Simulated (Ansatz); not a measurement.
Consider the formal hydrolysis of a C–B bond: `BC[SiH2]S` + H₂O → `OC[SiH2]S` + BH₃.

Isolated molecules relaxed with PBE0-D4/def2-TZVP in Ansatz; ΔE leaves out vibrations. CBS: MP2 limit from def2 TZ/QZ plus the TZ coupled-cluster correction, frozen cores. This one scheme is used for every species. Functionals use def2-TZVPP. B3LYP here is the variant with VWN-RPA as its local correlation; programs differ in this. HSE06 is defined as in plane-wave codes. Each species was taken in one conformer, which may not be the lowest.

| level | ΔE (kcal/mol) | difference from CCSD(T)/CBS |
| --- | --- | --- |
| B3LYP-D4 | 31.2 | -2.4 |
| r2SCAN0-D4 | 33.9 | 0.3 |
| HSE06-D4 | 33.7 | 0.1 |
| ωB97X-V | 30.6 | -3.0 |
| B2PLYP | 31.8 | -1.8 |
| BLYP | 30.4 | -3.2 |
| CAM-B3LYP | 30.4 | -3.2 |
| CCSD/def2-SVP | 28.4 | -5.2 |
| MP2/def2-TZVPP | 34.4 | 0.8 |
| CCSD/def2-TZVPP | 32.0 | -1.6 |
| CCSD(T)/CBS | 33.6 | 0 |

Largest T1 diagnostic among the species: 0.011.

At CCSD(T), def2-SVP lies −4.9 kcal/mol from the extrapolated value and def2-TZVPP −1.1 kcal/mol. In def2-TZVPP, CCSD(T) changes the Hartree–Fock value by +5.0 kcal/mol (the triples alone add +0.6 kcal/mol) and MP2 by +6.9 kcal/mol.
